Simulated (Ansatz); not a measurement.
Two members of one family (Series SnX4), computed with Ansatz in the gas phase; def2 core potentials for I, Sn, no spin–orbit coupling. The two geometries come from different levels. Binding counts from free atoms in the multiplicity of their measured ground term, without zero-point energy. The structures are stationary points that may keep the symmetry of their start.

First: SnI4 (singlet, charge 0, PBE0-D4/def2-SVP geometry).

```xyz
5

Sn    0.000    0.000    0.000
I     0.306   -1.875    1.888
I     1.546    2.109    0.578
I    -2.563    0.770   -0.087
I     0.711   -1.003   -2.379
```

| level | HOMO (eV) | LUMO (eV) | gap (eV) | binding per atom (eV) |
| --- | --- | --- | --- | --- |
| PBE-D4/def2-SVP | -6.70 | -4.41 | 2.29 | 2.07 |
| PBE-D4/def2-TZVP | -6.78 | -4.41 | 2.37 | 2.10 |
| r2SCAN-D4/def2-TZVP | -7.10 | -4.37 | 2.73 | 2.03 |
| PBE0-D4/def2-TZVP | -7.92 | -3.76 | 4.16 | 2.05 |
| ωB97M-V/def2-TZVP | -10.03 | -2.03 | 8.00 | 1.92 |

Second: SnH4 (singlet, charge 0, PBE-D4/def2-TZVP geometry).

```xyz
5

Sn    0.000    0.000    0.000
H    -0.024   -1.567    0.700
H     0.576   -0.103   -1.613
H     1.036    1.019    0.914
H    -1.588    0.651    0.000
```

Problem. Estimate how these quantities change from the first to the second (second minus first).

Solution. 
```csv
level,Δ HOMO (eV),Δ LUMO (eV),Δ gap (eV),Δ binding per atom (eV)
PBE-D4/def2-SVP,-1.16,4.42,5.58,0.10
PBE-D4/def2-TZVP,-1.14,4.01,5.15,0.09
r2SCAN-D4/def2-TZVP,-1.14,4.35,5.49,0.20
PBE0-D4/def2-TZVP,-1.22,4.33,5.55,0.15
ωB97M-V/def2-TZVP,-1.33,4.06,5.38,0.34
```
